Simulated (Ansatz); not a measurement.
This geometry of AsH3 + CH5B (11 atoms, charge 0, multiplicity 1) is a first-order saddle point.

The calculation used UKS BLYP/def2-SVP (Ansatz 0.2.0).

```xyz
11
Properties=species:S:1:pos:R:3
B 0.293 -0.231 -0.825
C 0.864 -0.573 0.871
H 1.158 0.441 -1.340
H -0.050 -1.298 -1.284
H -0.236 0.170 0.269
As -1.518 1.020 -1.067
H 1.728 -1.189 0.561
H 0.191 -1.188 1.498
H 1.231 0.298 1.446
H -1.196 2.186 -0.097
H -2.465 0.364 -0.030
```

Problem. Which two structures does it join? (They come from a converged band through this point; their orientation in space is the band's.)

Solution. Bonds broken: B1–C2, H5–As6. Bonds formed: B1–As6, C2–H5. AsH3 + CH5B becomes AsBH4 + CH4.

Image 0:

```xyz
11
Properties=species:S:1:pos:R:3
B 0.869 -0.675 -0.640
C 1.095 -0.733 0.907
H 1.474 0.123 -1.331
H 0.184 -1.508 -1.203
H -0.852 0.885 -1.170
As -2.174 1.627 -0.841
H 1.965 -1.435 1.005
H 0.273 -1.194 1.491
H 1.418 0.215 1.380
H -1.551 2.268 0.421
H -2.701 0.428 -0.020
```

Image 6:

```xyz
11
Properties=species:S:1:pos:R:3
B -0.399 0.206 -1.929
C 1.318 -0.830 1.826
H 0.671 0.742 -2.106
H -0.519 -0.989 -2.083
H 0.432 -0.271 1.466
As -2.041 1.337 -1.677
H 1.806 -1.338 0.973
H 0.999 -1.583 2.571
H 2.032 -0.126 2.294
H -1.499 2.372 -0.681
H -2.799 0.480 -0.655
```

Problem. How far does it lie above each of them?

Solution. 66.1 kJ/mol above the first and 79.4 kJ/mol above the second. This is the barrier of this one path; another mechanism may lie lower. The orbitals stay closed-shell, which can raise the energy where a bond breaks towards radicals; this wasn't checked here.

Run time: 3.4 min on 4 threads of Arm Neoverse N1 (shared host), peak memory 0.17 GiB.
